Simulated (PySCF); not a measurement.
Species: chlorocyclooctane, C8H15Cl.
Atom-mapped SMILES: `[Cl:1][CH:2]1[CH2:3][CH2:4][CH2:5][CH2:6][CH2:7][CH2:8][CH2:9]1`

Geometry (PBE0-D3(BJ)/def2-SVP, Å), atoms numbered from 1 in this order:
```
atom  x, y, z in Å
Cl1   -0.8553   -4.2466   -2.6629
C2    -0.6011   -2.9435   -1.4273
C3     0.8377   -2.4584   -1.5616
C4     1.3045   -1.4894   -0.4661
C5     1.3128   -0.0078   -0.8528
C6     0.0939    0.5211   -1.5991
C7    -1.2389    0.5039   -0.8605
C8    -1.8080   -0.8664   -0.4809
C9    -1.7392   -1.9405   -1.5758
H10   -0.7104   -3.4597   -0.4597
H11    1.4677   -3.3598   -1.5461
H12    0.9758   -2.0178   -2.5633
H13    2.3313   -1.7604   -0.1740
H14    0.7050   -1.6475    0.4446
H15    2.1945    0.1735   -1.4918
H16    1.4778    0.5959    0.0568
H17    0.3037    1.5622   -1.8954
H18   -0.0133   -0.0258   -2.5518
H19   -1.1627    1.1226    0.0507
H20   -1.9774    1.0138   -1.5033
H21   -2.8630   -0.7196   -0.2009
H22   -1.3271   -1.2444    0.4354
H23   -1.6850   -1.4814   -2.5772
H24   -2.6686   -2.5287   -1.5709
```

Probes without a nucleus sit at each ring's centroid and 1 Å off its mean plane on both sides; NICS is minus the shielding there, NICSzz its component along the normal. Level: GIAO HF/pcSseg-1 (PySCF, non-relativistic, gas phase) on the PBE0-D3(BJ)/def2-SVP geometry, one conformer.

Ring bond lengths (Å): C2–C3 1.524, C3–C4 1.535, C4–C5 1.531, C5–C6 1.524, C6–C7 1.524, C7–C8 1.532, C8–C9 1.535, C9–C2 1.524.

Task: What do the NICS probes read (ppm)?

Result: 
| ring | type | NICS(0) | NICS(1), two faces | NICS(1)zz, two faces | rms pucker (Å) | centre to ring atoms, mean (Å) |
| --- | --- | --- | --- | --- | --- | --- |
| C2–C3–C4–C5–C6–C7–C8–C9 | 8-membered carbocycle; formal bonds all single | -3.0 | -2.9 / -2.7 | 4.9 / 4.3 | 0.44 | 1.81 |

Task: What can be read from them?

Result: 
- C2–C3–C4–C5–C6–C7–C8–C9: mean NICS(1)zz 4.6 ppm, deshielded. C2, C3, C4, C5, C6, C7, C8, C9 have four or more neighbours; no verdict on aromaticity is drawn.

Task: How do the values depend on the level or the medium?

Result: 
```
                                 level  NICS(0), C2–C3–C4–C5–C6–C7–C8–C9  mean NICS(1)zz, C2–C3–C4–C5–C6–C7–C8–C9
                      HF/pcSseg-1, gas                              -3.0                                      4.6
                    PBE0/pcSseg-1, gas                              -2.7                                      4.6
PBE0/pcSseg-1, IEF-PCM dichloromethane                              -2.7                                      4.7
PBE0/pcSseg-1, IEF-PCM tetrahydrofuran                              -2.7                                      4.7
```

The geometry is the same throughout; the continuum's cavity takes Bondi-type radii × 1.2.
